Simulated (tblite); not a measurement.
C4H12OSSi2.
Geometry (GFN2-xTB, Å), atoms numbered from 1 in this order:
```
atom  x, y, z in Å
C1    -2.823   -0.349   -0.462
C2    -1.479   -0.839   -0.988
Si3   -0.082   -0.744    0.297
S4     1.493   -2.056   -0.221
Si5    3.333   -1.034    0.387
C6     0.721    1.005    0.365
C7    -0.169    2.209    0.320
O8     1.927    1.110    0.458
H9    -2.782    0.704   -0.194
H10   -3.597   -0.476   -1.216
H11   -3.115   -0.912    0.421
H12   -1.216   -0.279   -1.888
H13   -1.578   -1.880   -1.296
H14   -0.583   -0.985    1.655
H15    3.202   -0.613    1.769
H16    3.737   -0.121   -0.665
H17    4.214   -2.204    0.343
H18   -0.908    2.132    1.115
H19   -0.701    2.213   -0.630
H20    0.400    3.130    0.426
```

Level: GFN2-xTB in tblite, geometry and Hessian alike; calculated harmonic values, unscaled, isolated species. Against measured fundamentals such values can be off by several per cent, at times by over 20. Modes of hydrogen on silicon can be 10 to 20 % off. One conformer, not necessarily the lowest.

Harmonic wavenumbers (cm⁻¹): 27.7, 58.1, 65.7, 101.0, 118.9, 136.3, 149.8, 169.7, 222.6, 256.8, 286.5, 371.7, 403.7, 442.0, 452.9, 531.8, 544.2, 576.3, 610.5, 634.8, 646.3, 724.6, 728.5, 748.2, 823.0, 879.9, 949.1, 974.6, 983.9, 1022.3, 1077.8, 1147.7, 1234.7, 1288.9, 1357.8, 1418.6, 1448.8, 1449.3, 1479.0, 1509.9, 1513.7, 1709.4, 2211.4, 2251.9, 2343.2, 2370.1, 2964.3, 2997.1, 3018.7, 3021.9, 3027.9, 3033.2, 3036.5, 3041.5.

A = 1727, B = 826.7, C = 588.1 MHz; mass 164.015 u (most abundant isotopes); point group C1, symmetry number 1.

**Question.** What is the zero-point energy?

**Answer.** Half the sum of the wavenumbers: 32297 cm⁻¹ = 92.34 kcal/mol.

**Question.** Give the ideal-gas entropy at 200 K and 1 bar in the rigid-rotor, harmonic-oscillator model (classical rotation).

**Answer.** Translation 39.24, rotation 29.14, vibration 29.29: S = 97.7 cal/(mol K).

**Question.** And Cp and H(200 K) − H(0)?

**Answer.** Cp = 36.38 cal/(mol K), of which vibrations give 28.44 (their classical limit is 54 R = 107.3); H(200 K) − H(0) = 4.64 kcal/mol without the zero-point energy, 3.05 from vibrations.

**Question.** Which modes carry the vibrational entropy at 200 K?

**Answer.** 27.7 cm⁻¹: 5.20; 58.1 cm⁻¹: 3.74; 65.7 cm⁻¹: 3.49; 101.0 cm⁻¹: 2.67; 118.9 cm⁻¹: 2.36; 136.3 cm⁻¹: 2.10 cal/(mol K); the other 48 give 9.73 together.

**Question.** What must be added to the electronic energy to get the Gibbs energy at 200 K and 1 bar?

**Answer.** ZPE + [H(200 K) − H(0)] − T·S = 92.34 + 4.64 − 19.53 = 77.45 kcal/mol.

Hindered rotation and anharmonicity are outside this model. Other conformers, if any are populated, would add a mixing term that is left out. The structure is chiral; the term R ln 2 for an equal mix with its mirror image is left out.
